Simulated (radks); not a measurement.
The numbers below are computed, except where a source is named.
The iodine ion I+, configuration [Kr] 4d10 5s2 5p3 6s1 (not the ground configuration).

Code: a radial shooting solver on a logarithmic mesh with Libxc functionals. Model: Dirac Kohn-Sham, LDA (Slater exchange, VWN5 correlation), spin-unpolarised, spherical densities, point nucleus; open shells fill j = l - 1/2 first.

Energy parts (hartree):
total: -7112.48348
kinetic: 7537.40675
electron-nucleus: -17266.12227
Hartree: 2791.49181
exchange-correlation: -175.25977

Orbitals (lengths in bohr, moments of r in powers of bohr):
| orbital | occ. | eigenvalue (hartree) | <r^2> | <1/r> | <r^4> | small-component weight |
|---|---|---|---|---|---|---|
| 1s1/2 | 2 | -1210.462 | 0.001006 | 56.79 | 2.650e-06 | 3.81e-02 |
| 2s1/2 | 2 | -187.4325 | 0.01616 | 13.25 | 0.0004505 | 8.13e-03 |
| 2p1/2 | 2 | -175.9776 | 0.01194 | 13.24 | 0.0002873 | 8.17e-03 |
| 2p3/2 | 4 | -165.0140 | 0.01323 | 12.21 | 0.0003447 | 7.76e-03 |
| 3s1/2 | 2 | -38.22566 | 0.1130 | 4.723 | 0.01945 | 2.41e-03 |
| 3p1/2 | 2 | -33.48144 | 0.1077 | 4.637 | 0.01852 | 2.35e-03 |
| 3p3/2 | 4 | -31.41904 | 0.1158 | 4.382 | 0.02132 | 2.24e-03 |
| 3d3/2 | 4 | -23.02851 | 0.09736 | 4.239 | 0.01735 | 2.12e-03 |
| 3d5/2 | 6 | -22.59433 | 0.09971 | 4.174 | 0.01814 | 2.09e-03 |
| 4s1/2 | 2 | -7.12800 | 0.6192 | 1.905 | 0.5656 | 6.94e-04 |
| 4p1/2 | 2 | -5.47054 | 0.6807 | 1.795 | 0.7068 | 6.31e-04 |
| 4p3/2 | 4 | -5.06461 | 0.7320 | 1.711 | 0.8180 | 5.95e-04 |
| 4d3/2 | 4 | -2.39631 | 0.9767 | 1.458 | 1.632 | 4.52e-04 |
| 4d5/2 | 6 | -2.33272 | 1.001 | 1.437 | 1.718 | 4.42e-04 |
| 5s1/2 | 2 | -1.10690 | 3.991 | 0.6969 | 23.85 | 1.29e-04 |
| 5p1/2 | 2 | -0.72036 | 5.412 | 0.5952 | 45.70 | 9.61e-05 |
| 5p3/2 | 1 | -0.67324 | 5.863 | 0.5690 | 53.66 | 8.91e-05 |
| 6s1/2 | 1 | -0.25669 | 25.43 | 0.2660 | 930.6 | 2.34e-05 |
| 5d3/2 | 0 | -0.22728 | 16.11 | 0.3425 | 443.3 | 3.32e-05 |
| 5d5/2 | 0 | -0.22416 | 16.49 | 0.3381 | 463.3 | 3.25e-05 |
| 6p1/2 | 0 | -0.17777 | 36.80 | 0.2211 | 1950 | 1.70e-05 |
| 6p3/2 | 0 | -0.17084 | 38.92 | 0.2149 | 2175 | 1.63e-05 |

The highest occupied level is 6s1/2 at -6.985 eV. The density falls to 0.001 e/bohr^3 at r = 4.89 bohr. Summed over all electrons, <r^2> = 67.55 bohr^2, which gives a Langevin (diamagnetic) susceptibility term of -53.5 x 10^-6 cm^3/mol.
